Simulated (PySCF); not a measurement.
SMILES C[O][AlH][SeH] (CH₅AlOSe), PBE0/def2-SVP optimised geometry.

```
9

Al    -0.53     0.32     0.00
H     -1.28     1.70     0.00
O      1.16     0.32     0.00
C      2.29    -0.49     0.01
H      2.05    -1.56     0.13
H      2.85    -0.37    -0.94
H      2.96    -0.19     0.83
Se    -1.67    -1.70     0.00
H     -2.96    -1.00     0.02
```

Density from PBE0/def2-TZVP in PySCF at that geometry.

Minimum of the electron density along straight lines between bonded atoms, close to the bond critical point (lines longer than 1.1 times the sum of covalent radii, or with two minima, are not listed):

```tsv
bond	length / Å	ρ at the minimum / e bohr⁻³	∇²ρ there / e bohr⁻⁵	position (fraction from the first atom)
Al1–H2	1.575	?	?	0.51
Al1–O3	1.688	0.108	0.83	0.43
O3–C4	1.387	0.267	-0.46	0.66
C4–H5	1.106	0.275	-0.94	0.64
C4–H6	1.104	0.277	-0.96	0.65
C4–H7	1.104	0.277	-0.96	0.65
Al1–Se8	2.320	0.065	0.13	0.36
Se8–H9	1.472	0.172	?	0.63
```

### Question
Complete the blanks.

### Answer

- Al1–H2, ρ at the minimum / e bohr⁻³: 0.085
- Al1–H2, ∇²ρ there / e bohr⁻⁵: 0.20
- Se8–H9, ∇²ρ there / e bohr⁻⁵: -0.30
